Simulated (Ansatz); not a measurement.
Consider the redistribution: `C[SiH2][SiH2]F` + `F[Si](F)(F)[SiH2]Cl` → `F[SiH2][SiH2]Cl` + `C[SiH2][Si](F)(F)F`.

Computed with Ansatz on PBE0-D4/def2-TZVP structures; ΔE is electronic, products minus reactants. CBS: MP2 limit from def2 TZ/QZ plus the TZ coupled-cluster correction, frozen cores. This one scheme is used for every species. DFT in def2-TZVPP. B3LYP here is the variant with VWN-RPA as its local correlation; programs differ in this. Each species was taken in one conformer, which may not be the lowest.

| level | ΔE (kJ/mol) | difference from CCSD(T)/CBS |
| --- | --- | --- |
| r2SCAN-D4 | -7.6 | 0.7 |
| B3LYP-D4 | -7.9 | 0.4 |
| PBE0 | -8.3 | 0.0 |
| HF/def2-TZVPP | -8.2 | 0.1 |
| MP2/def2-TZVPP | -8.0 | 0.3 |
| SCS-MP2/def2-TZVPP | -7.9 | 0.4 |
| MP2/def2-QZVPP | -8.3 | 0.0 |
| HF/CBS(def2) | -8.1 | 0.2 |
| MP2/CBS(def2) | -8.6 | -0.3 |
| CCSD/CBS(def2) | -8.4 | -0.1 |
| CCSD(T)/CBS | -8.3 | 0 |

Largest T1 diagnostic among the species: 0.012.
